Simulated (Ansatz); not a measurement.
Program: Ansatz 0.2.0.

A structure relaxed at PBE0-D4/def2-TZVP, charge 0, multiplicity 1:

```xyz
8

C     0.932   -1.305   -0.038
C     0.307   -0.173   -0.166
C    -0.327    0.952   -0.281
S    -1.730    1.492    0.626
Br    0.238    2.247   -1.547
H     0.649   -2.177   -0.622
H     1.764   -1.418    0.652
H    -1.833    0.382    1.377
```

**Question.** Give its formula and SMILES.

**Answer.** C3H3BrS, `C=C=C(S)Br`.

**Question.** Point group (tolerance 0.08 Å, 0.16 Å for H)?

**Answer.** Cs.

**Question.** Summarise the bond lengths by kind.

**Answer.** 2 × C–C 1.296 to 1.300 Å; 2 × C–H 1.087 Å; 1 × C–S 1.756 Å; 1 × Br–C 1.896 Å; 1 × H–S 1.344 Å.
